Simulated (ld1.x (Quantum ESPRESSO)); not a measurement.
## S (Z = 16): variants of one TM potential

Base potential:

S, norm-conserving Troullier–Martins (Kleinman–Bylander form), made with ld1.x (Quantum ESPRESSO) 7.5 (PBE, scalar-relativistic). Core [Ne], reference 3s2 3p4. Waves: 3s (bound): rc 1.50 bohr; 3p (bound): rc 1.45 bohr. Local part: all-electron potential smoothed inside 1.50 bohr (lloc = -1). Core correction: a·sin(br)/r model core inside 1.20 bohr.

Cutoffs, loose and tight: the cutoffs (Ry, on a coarse ladder) from which the occupation-weighted sum of valence levels, in a spherical-Bessel basis at the reference potential, stays within 10 and 1 mRy of its value at 400 Ry. They do not see the model core or the augmentation charge, which bear on the density cutoff. Test errors are all-electron minus pseudo excitation energies from the reference, over the configurations 3s2 3p3; 3s2 3p2; 3s2 3p1; 3s2 3p0; 3s1 3p5; 3s2 3p3.5; 3s0 3p6. A dash means not determined; rows that change the core or the reference have their own tests.

A true bound ghost makes a file unfit for plane-wave use even where its test errors are small: the radial tests pick states by their node count and pass the ghost by.

```tsv
change	outcome	cutoff, loose	cutoff, tight	bound ghosts	largest test error (meV)
base	generated	35 Ry	60 Ry	none	+178
wave 3p (bound): rc 1.45 bohr becomes 3p (bound): rc 1.14 bohr	generated	80 Ry	140 Ry	none	+131
wave 3p (bound): rc 1.45 bohr becomes 3p (bound): rc 1.32 bohr	generated	45 Ry	70 Ry	none	+164
wave 3p (bound): rc 1.45 bohr becomes 3p (bound): rc 1.54 bohr	generated	35 Ry	60 Ry	none	+182
wave 3p (bound): rc 1.45 bohr becomes 3p (bound): rc 1.72 bohr	generated	35 Ry	60 Ry	none	+178
wave 3p (bound): rc 1.45 bohr becomes 3p (bound): rc 1.98 bohr	generated	30 Ry	55 Ry	none	+150
```

What comes out with this change to the base: wave 3p (bound): rc 1.45 bohr becomes 3p (bound): rc 2.12 bohr?

outcome: generated; cutoff, loose: 30 Ry; cutoff, tight: 55 Ry; bound ghosts: none; largest test error (meV): +123.

What comes out with this change to the base: wave 3p (bound): rc 1.45 bohr becomes 3p (bound): rc 0.92 bohr?

outcome: generated; cutoff, loose: 300 Ry; cutoff, tight: over 300 Ry; bound ghosts: p; largest test error (meV): +207.

Reading the sweep of the p radius (base included, trends over the rows without a ghost): The loose cutoff falls from 80 Ry at 1.14 to 30 Ry at 2.12 bohr. A larger radius leaves more room for a smooth pseudo-wave, so fewer plane waves are needed; a smaller one forces it to follow the all-electron wave where it bends sharply. The median size of the test errors (rows with all tests solved) is not monotonic: lowest 3.1 meV at 1.98 bohr, highest 7.0 meV at 1.14 bohr. Bound ghosts are found at 0.92 bohr.
